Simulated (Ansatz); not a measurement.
Species: sum formula AlN2H4Br, charge 0, multiplicity 1. 
Coordinates optimised at B3LYP-D3(BJ)/def2-TZVP (Ansatz, a program for electronic structure):
```xyz
8

N     -1.4045    -1.9051    -0.1394
Al     0.0754    -0.9533    -0.0664
N      1.6866    -1.6628    -0.1092
Br    -0.1029     1.3014     0.0907
H     -2.3279    -1.5036    -0.1152
H     -1.4556    -2.9086    -0.2098
H      1.8948    -2.6459    -0.1771
H      2.5356    -1.1224    -0.0677
```

Basis-set convergence of Hartree-Fock and CCSD(T) correlation energies (hartree) with Ansatz. Valence correlation only, unless marked. No spin-orbit coupling. The frozen core is the preceding noble-gas configuration, with the filled d and f shells of earlier blocks. Non-relativistic.

```json
[
 {"basis": "def2-SVP", "functions": "98", "E(HF)": "-2925.24369", "E(corr, CCSD(T))": "-0.56741"},
 {"basis": "def2-TZVPP", "functions": "208", "E(HF)": "-2925.78554", "E(corr, CCSD(T))": "-0.72252"},
 {"basis": "def2-QZVPP", "functions": "393", "E(HF)": "-2925.84802", "E(corr, CCSD(T))": "-0.77554"}
]
```

Extrapolating the two largest sets (X = 3 and 4) as X^-3: E(corr) = (64·(-0.77554) - 27·(-0.72252))/37 = -0.8142 Eh, an estimate of the basis-set limit. The largest set recovers 95.2 % of it, the smallest 69.7 %.
